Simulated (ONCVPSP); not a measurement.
fluorine (F), ONCV: configuration errors across variants

| Property | Result |
| --- | --- |
| Element | F (Z = 9) |
| Generator | ONCVPSP 4.0.1 |
| Type | optimised norm-conserving Vanderbilt (ONCV) |
| Functional | PBE |
| Relativity | scalar-relativistic |
| Frozen core | [He] |
| Valence charge | 7 |
| Reference configuration | 2s2 2p5 |
| Partial waves | 2s: rc 0.85 bohr, ncon 4, nbas 8, qcut 9.3 1/bohr, 3 projectors, debl 3.8 Ha; 2p: rc 0.90 bohr, ncon 4, nbas 8, qcut 9.4 1/bohr, 2 projectors, debl 2.1 Ha; d scattering state at 0.05 Ha: rc 0.75 bohr, ncon 3, nbas 7, qcut 14.6 1/bohr, 3 projectors, debl 1.7 Ha |
| Local potential | polynomial inside 0.45 bohr (lpopt 5, dvloc0 1 Ha) |
| Core correction | none |

All-electron excitation energies from the reference (eV): (1) 2s2 2p4 19.390; (2) 2s2 2p3 57.774; (3) 2s2 2p2 118.412; (4) 2s1 2p5 38.492.

1 further variants failed, have other tests or another functional or relativity, and are left out.

A true bound ghost makes a file unfit for plane-wave use even where its test errors are small: the radial tests pick states by their node count and pass the ghost by.

Errors AE − PS in meV (a dash: test not solved or not reliable):

| change | (1) | (2) | (3) | (4) | bound ghosts | GHOST(+) flags above zero |
| --- | --- | --- | --- | --- | --- | --- |
| base | +5.7 | +60 | +267 | -2.4 | none | d |
| local potential polynomial inside 0.45 bohr (lpopt 5, dvloc0 -1 Ha) | +5.7 | +61 | +267 | -2.3 | d | none |
| s: rc 0.75, qcut 10.5, nproj 0; local potential the s channel | +5.6 | +59 | +262 | -3.0 | none | none |
| s: nbas 7 | +5.6 | +59 | +262 | -2.5 | none | d |
| p: nproj 1 | +2.3 | +44 | +231 | -6.4 | none | d |
| s: debl 2.3 | +5.7 | +61 | +267 | -2.3 | none | s, d |
| d: qcut 18.9 | +5.7 | +60 | +267 | -2.4 | none | none |

(1) Give the same row for: s: qcut 7.2; p: qcut 7.3; d: qcut 11.3.

## Answers

(1) +10, +98, +411, +3.9; bound ghosts: d; GHOST(+) flags above zero: s.
